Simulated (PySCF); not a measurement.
B3LYP has the VWN-RPA correlation part, as in Gaussian. 

Cartesian coordinates (Å):
```xyz
9

C      1.4258     1.3961     1.0559
C      0.5414     0.6222     0.8166
C     -0.5116    -0.3439     0.5235
N     -0.7064    -0.4967    -0.9228
H      2.2010     2.0907     1.2671
H     -1.4500     0.0150     0.9558
H     -0.2656    -1.2820     1.0426
H     -1.3950    -1.2179    -1.1039
H      0.1603    -0.7837    -1.3627
```
Charge 0, spin multiplicity 1.

Problem. What total energy, LUMO, HOMO–LUMO gap, HOMO and dipole moment does B3LYP-D3(BJ)/def2-TZVP (PySCF) give?

Solution. 
```yaml
total_energy: -172.0781 Ha
LUMO: 0.26 eV
HOMO–LUMO gap: 7.14 eV
HOMO: -6.88 eV
dipole_moment: 1.61 D
```
